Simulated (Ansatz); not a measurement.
Ansatz (a program for electronic structure) input:

Ansatz 0.2 input:
```yaml
crystal:
  periodic: [false, false, false]
  atoms:
    - {symbol: C, position_ang: [1.91768922, -0.30184090, -0.56436376]}
    - {symbol: B, position_ang: [0.65176371, 0.18029302, 0.21162291]}
    - {symbol: O, position_ang: [-0.59755448, -0.12441305, -0.13571362]}
    - {symbol: C, position_ang: [-1.75870713, 0.31494097, 0.57194685]}
    - {symbol: H, position_ang: [2.57417019, -0.87464317, 0.09597959]}
    - {symbol: H, position_ang: [1.66167922, -0.92177404, -1.43061669]}
    - {symbol: H, position_ang: [2.50418344, 0.55497354, -0.90644064]}
    - {symbol: H, position_ang: [-1.48126238, 0.92961177, 1.42919829]}
    - {symbol: H, position_ang: [-2.30993097, -0.56349874, 0.90677024]}
    - {symbol: H, position_ang: [-2.38111475, 0.89056950, -0.11279494]}
basis:
  gaussian:
    orbitals: cc-pVTZ
magnetization: {spin_polarized: true, initial_magnetization: 1}
correlation: {method: ccsd_t, electrons: outside_noble_gas}
```

Problem. Predict the final energy.

Solution. -179.55589 Eh (CCSD(T)/cc-pVTZ). The basis has 204 functions.

It need not be the lowest isomer of its formula.
